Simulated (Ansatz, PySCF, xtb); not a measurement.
Noncovalent pair: SiH4 (SMILES [SiH4]) (first 5 atoms) with C2H3N (SMILES CC#N); geometry from B3LYP-D3(BJ)/def2-TZVP.
(charge 0, multiplicity 1):
```xyz
11

Si     0.183     0.138     0.108
H     -0.215     0.167    -1.319
H     -0.237    -1.156     0.693
H     -0.514     1.235     0.819
H      1.645     0.303     0.225
C     -1.414    -0.099     3.811
C      0.031    -0.019     3.677
N      1.173     0.045     3.559
H     -1.851     0.896     3.740
H     -1.824    -0.720     3.014
H     -1.680    -0.536     4.773
```

Counterpoise-corrected where a basis set is named; no monomer relaxation. Rows marked so take none.

Rows in 6-31G* carry no dispersion term and start afresh at each structure (6-31G* with six Cartesian d functions).

Programs: Ansatz (a program for electronic structure); PySCF for 6-31G* rows, the dispersion terms; xtb for the GFN methods. 

Problem. One of these levels gives -1.58 kcal/mol for the interaction energy. Which?
(A) BLYP-D4/def2-TZVPPD
(B) B3LYP/6-31G* (no counterpoise)
(C) GFN2-xTB
(D) HF/aug-cc-pV(D+d)Z

Solution. A, BLYP-D4/def2-TZVPPD. The others give -1.17 (GFN2-xTB), 0.62 (HF/aug-cc-pV(D+d)Z), -0.22 (B3LYP/6-31G* (no counterpoise))
